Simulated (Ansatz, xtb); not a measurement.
Two isomers of C5H4Cl2

We compare a, `ClC1=CCC(Cl)=C1`, a singlet, with b, `ClC(Cl)=C1C=CC1`, a singlet. Both are isolated molecules in the gas phase, relaxed with PBE-D3(BJ)/def2-SVP.

Quicker runs give these differences E(b) − E(a): GFN2-xTB +127.1 kJ/mol; HF/STO-3G +152.8 kJ/mol (at GFN2-xTB geometries); r2SCAN-D4/def2-SVP +130.4 kJ/mol (at GFN2-xTB geometries).

**Question.** Estimate E(b) − E(a) at the level CCSD(T)/def2-SVP + ΔMP2/def2-TZVPP.

**Answer.** Calculated at CCSD(T)/def2-SVP + ΔMP2/def2-TZVPP: E(b) − E(a) = +127.8 kJ/mol, so structure a lies lower.

Level by level:

| level | geometry | E(b) − E(a) (kJ/mol) | departure from the last row (kJ/mol) | job, with rough time for the two |
| --- | --- | --- | --- | --- |
| GFN2-xTB | GFN2-xTB | +127.1 | −0.7 | optimisation, 0.2 s |
| HF/STO-3G | GFN2-xTB | +152.8 | +24.9 | single point, 0.84 s |
| r2SCAN-D4/def2-SVP | GFN2-xTB | +130.4 | +2.5 | single point, 5.1 s |
| PBE-D3(BJ)/def2-SVP | PBE-D3(BJ)/def2-SVP | +121.4 | −6.4 | optimisation, 27 s |
| HF/def2-SVP | PBE-D3(BJ)/def2-SVP | +132.0 | +4.2 | part of the CCSD(T) run |
| MP2/def2-SVP | PBE-D3(BJ)/def2-SVP | +135.5 | +7.7 | part of the CCSD(T) run |
| CCSD(T)/def2-SVP | PBE-D3(BJ)/def2-SVP | +127.6 | −0.2 | single point |
| CCSD(T)/def2-SVP + ΔMP2/def2-TZVPP | PBE-D3(BJ)/def2-SVP | +127.8 |  | single point, 75 s |

As drawn, both hold the same kinds of bond in the same numbers. Structure a has a 5-membered ring, b a 4-membered ring.

The levels shown agree on the order. The largest departure from CCSD(T)/def2-SVP + ΔMP2/def2-TZVPP is that of HF/STO-3G, 24.9 kJ/mol. The last row adds to CCSD(T) the change of the MP2 difference between the two basis sets, here +0.2 kJ/mol.

With thermal terms from frequencies at re-optimised GFN2-xTB minima (ideal gas, soft modes damped towards free rotors, one conformer each, 298.15 K, 1 atm): the zero-point term adds −2.4 kJ/mol; ΔH is +126.8 and ΔG +123.1 kJ/mol.

The correlated steps freeze 15 core orbitals. Programs: Ansatz 0.2.0, xtb 6.7.1; the last row on 2 threads of Intel(R) Xeon(R) Processor @ 2.70GHz on a shared host.
